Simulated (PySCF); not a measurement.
## Working out the excitation energy of Kr+

Kr+ [Ar] 3d10 4s2 4p5 (2P) → Kr+ [Ar] 3d10 4s2 4p4 5s1 (4P). All numbers are calculated (PySCF 2.14, scalar relativity through the core potential, in aug-cc-pVDZ-PP with ECP10MDF (5s4p3d, 32 functions)). Frozen: 3s2 3p6 3d10. Energies in hartree (1 hartree = 27.21139 eV):

```json
{"part": "UHF", "Kr+ (lower)": "-461.697016", "Kr+ (upper)": "-461.203662"}
{"part": "CCSD correlation", "Kr+ (lower)": "-0.111235", "Kr+ (upper)": "-0.106289"}
{"part": "(T)", "Kr+ (lower)": "-0.001324", "Kr+ (upper)": "-0.001538"}
```

Problem. What does Hartree-Fock give?

Solution. (-461.203662) − (-461.697016) = 0.493354 hartree = 13.425 eV.

Problem. What do CCSD and CCSD(T) give?

Solution. The CCSD correlation energies differ by 0.004946 hartree = 0.135 eV and the triples by -0.000214 hartree = -0.006 eV, so CCSD gives 13.560 eV and CCSD(T) 13.554 eV.

Measured between the centres of the two terms (NIST): 13.959 eV, so CCSD(T) (valence) is off by -0.405 eV.

A double-zeta basis recovers only part of the correlation energy.

What remains against the reference includes basis incompleteness, the frozen core and higher excitations.
